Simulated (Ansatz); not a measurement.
Basis-set extrapolation for `[CH]1=N[SiH2][AlH]1` (PBE0-D4/def2-TZVP geometry, frozen core, Ansatz). Multiplicity 1, RHF reference.

```tsv
	def2-TZVPP	def2-QZVPP
HF	-625.499172	-625.519238
MP2 correlation	-0.543944	-0.582022
CCSD(T) correlation	-0.608069	not run
```

Energies in hartree. Use E(X) = E(∞) + A·exp(−7.88·√X) for Hartree–Fock and E(X) = E(∞) + B·X^(−2.97) for correlation, with X = 3 and 4, and add CCSD(T) minus MP2 of the smaller set to the MP2 limit.

Problem. What is the CCSD(T) energy at the basis-set limit?

Solution. HF limit: -625.519238 + (-0.020066) × 0.13774 = -625.52200. MP2 limit: -0.582022 + (-0.038078) × 0.74074 = -0.61023. Higher-order term: -0.608069 − (-0.543944) = -0.06412. Total: -626.19635 hartree, 55.9 kcal/mol below CCSD(T)/def2-TZVPP.
